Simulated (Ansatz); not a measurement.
Gas-phase reaction R1 → 2 P1, each structure at its B3LYP-D3(BJ)/def2-TZVP stationary point, reached from a drawn start (curvature not checked).
R1, Br2 (SMILES BrBr) (charge 0, multiplicity 1):
```csv
atom,x (Å),y (Å),z (Å)
Br,0.0000,0.0000,-1.1579
Br,0.0000,0.0000,1.1579
```
P1: Br atom, charge 0, multiplicity 2.

P less R. No zero-point or thermal terms; singlets are restricted closed shells; open shells are unrestricted; no spin–orbit coupling.

Correlated levels freeze the cores. In cc and def2 sets filled d and f shells under p-block atoms count as core.

Codes used: Ansatz (an electronic-structure program). No computed number here is a measurement.

Total energies in hartree:

| structure | PBE/def2-TZVPP | CCSD(T)/cc-pVQZ |
|---|---|---|
| R1 | -5147.532760 | -5145.323109 |
| P1 | -2573.720720 | -2572.621952 |

**Question.** Work out the reaction energy at each level in eV (1 hartree = 27.21139 eV), and say how far PBE/def2-TZVPP lies from CCSD(T)/cc-pVQZ.

**Answer.** 
- PBE/def2-TZVPP: 2 × (-2573.720720) − (-5147.532760) = 0.091320 hartree = 2.485 eV
- CCSD(T)/cc-pVQZ: 2 × (-2572.621952) − (-5145.323109) = 0.079205 hartree = 2.155 eV
PBE/def2-TZVPP less CCSD(T)/cc-pVQZ: 0.330 eV. CCSD(T)/cc-pVQZ is the level counted from, the highest shown, and no exact or measured value.
